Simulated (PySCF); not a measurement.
Compound: SiH(OAc)3, C6H10O6Si.
Geometry (PBE0-D3(BJ)/def2-SVP, Å), atoms numbered from 1 in this order:
```
atom  x, y, z in Å
Si1    0.0043    0.0066    0.5266
H2     0.0282   -0.0270    1.9899
O3     1.5271    0.1287   -0.1895
C4     2.3544    1.0955    0.2523
C5     3.7090    1.0218   -0.3746
O6     1.9937    1.9058    1.0657
H7     4.3369    1.8399   -0.0061
H8     3.6130    1.0736   -1.4689
H9     4.1677    0.0509   -0.1360
O10   -0.8713    1.2936   -0.1260
C11   -2.1329    1.4694    0.3114
C12   -2.7873    2.6706   -0.2904
O13   -2.6338    0.7107    1.1006
H14   -3.8112    2.7671    0.0865
H15   -2.7896    2.5768   -1.3862
H16   -2.2016    3.5683   -0.0442
O17   -0.6776   -1.3584   -0.1943
C18   -0.2236   -2.5653    0.1940
C19   -0.9625   -3.6922   -0.4523
O20    0.6826   -2.6710    0.9795
H21   -0.5491   -4.6506   -0.1206
H22   -0.8896   -3.6005   -1.5458
H23   -2.0295   -3.6247   -0.1935
```

Theory: TDDFT CAM-B3LYP/def2-SVPD, vertical, gas phase, core orbitals frozen in the response (PySCF).

Ground-to-excited transition dipoles (e·a0, same axes as the geometry; the sign carries no meaning), for the states with f of 0.002 or more among the lowest 10:

```json
{"state": "S4", "E (hartree)": "0.2955", "μx": "-0.065", "μy": "0.077", "μz": "0.231"}
{"state": "S5", "E (hartree)": "0.2960", "μx": "0.258", "μy": "0.478", "μz": "-0.005"}
{"state": "S6", "E (hartree)": "0.2962", "μx": "-0.486", "μy": "0.248", "μz": "-0.035"}
{"state": "S7", "E (hartree)": "0.3057", "μx": "-0.043", "μy": "0.115", "μz": "-0.407"}
{"state": "S8", "E (hartree)": "0.3064", "μx": "0.487", "μy": "0.419", "μz": "0.024"}
{"state": "S9", "E (hartree)": "0.3067", "μx": "-0.427", "μy": "0.484", "μz": "0.088"}
{"state": "S10", "E (hartree)": "0.3113", "μx": "0.335", "μy": "-0.392", "μz": "-0.026"}
```

(1) Work out the oscillator strengths.

(2) What angle do the transition dipoles of S4 and S5 make?

(3) How is the summed strength of these states shared among x, y and z?

Results:

(1) f = (2/3) ΔE |μ|² with ΔE in hartree (27.2114 eV).

```
state  |μ|² (au)  |μ| (D)      f
   S4      0.064     0.64  0.013
   S5      0.295     1.38  0.058
   S6      0.299     1.39  0.059
   S7      0.181     1.08  0.037
   S8      0.414     1.63  0.084
   S9      0.425     1.66  0.087
  S10      0.267     1.31  0.055
```

(2) |cos θ| = |μa·μb| / (|μa| |μb|) = 0.14, so θ ≈ 82° (taken between 0 and 90°, since the signs are arbitrary).

(3) (2/3) Σ ΔE μα² gives 0.170 for x, 0.177 for y and 0.046 for z, 0.393 in all.

One conformer stands for the species.
